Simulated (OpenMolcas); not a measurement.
## Ti3+ in a ligand field

Ti3+ with 6 ligands (chloride) in octahedral coordination (Oh) at 2.56 Å. A charge of +0.5 e stands 3.2 Å behind each ligand. Ligand basis ANO-RCC-VDZP.

```
Program             : OpenMolcas
Method              : SS-CASPT2, IPEA 0.25 Eh, imaginary shift 0.1 Eh (closed shells correlated: 3s 3p and the ligand valence shells)
Basis               : ANO-RCC-VDZP [5s4p2d1f]
Scalar Hamiltonian  : DKH2, point nucleus
Active space        : 1 electron in 5 orbitals (3d)
State averaging     : 2S+1 = 2 even, 5 roots
Spin-orbit coupling : state interaction with AMFI integrals over the reference wave functions
```

The lowest spin-free states (labels of O, the rotations of Oh), above the lowest:

```
State  Degeneracy  E (cm-1)
  2T2           3         0
   2E           2      9390
```

The lowest levels with spin-orbit coupling:

```
E (cm-1)  Degeneracy  Label  2S+1               g
       0           4     Γ8     2                
     220           2     Γ7     2  1.97 1.97 1.97
    9470           4     Γ8     2
```

Powder χT (cm3 K/mol): 0.00509 at 2 K, 0.024 at 10 K, 0.119 at 50 K, 0.23 at 100 K, 0.377 at 200 K, 0.454 at 300 K. The effective moment at 300 K is 2.828 √(χT) = 1.91 μB.

The lowest level has 2S+1 = 2, for which the spin-only value is χT = S(S+1) / 2 = 0.375 cm3 K/mol (g = 2). The computed 0.454 at 300 K differs by +0.079, through orbital momentum, spin-orbit coupling and any other state in reach. With a threefold ground state the orbital momentum is unquenched, so the spin-only value is not expected to hold.

The gap between the two states is 10Dq = 9394 cm-1.

Roots that are degenerate in the reference are averaged as groups; the widest CASPT2 spread within a group is 160 cm-1 (the 3-fold group of multiplicity 2 near 0 cm-1 above the lowest state of its run). Shifts and gaps below about the spread of the groups concerned are not significant. Over all roots computed the reference weight is 0.68; a low but even weight reflects the number of correlated electrons. An orbital triplet at a regular site is open to Jahn-Teller coupling, which can distort the site and quench the lowest spin-orbit gaps and is left out. Ligand-to-metal charge-transfer states are missing. With one d shell and no ligand orbital active, 10Dq can be off by a tenth or more. The distance lies 5 % over the 2.43 Å that this model takes as the normal distance (a Shannon-type radius plus a fixed donor radius); by an R⁻⁵ law this alone changes a d-shell field by about -23 %. No measured value stands beside these numbers; the geometry was imposed, not optimised, and the real ion may take another.

The CASPT2 steps took 11 s on 1 thread of Arm Neoverse V1, with other jobs on the host; the integral step is not counted.
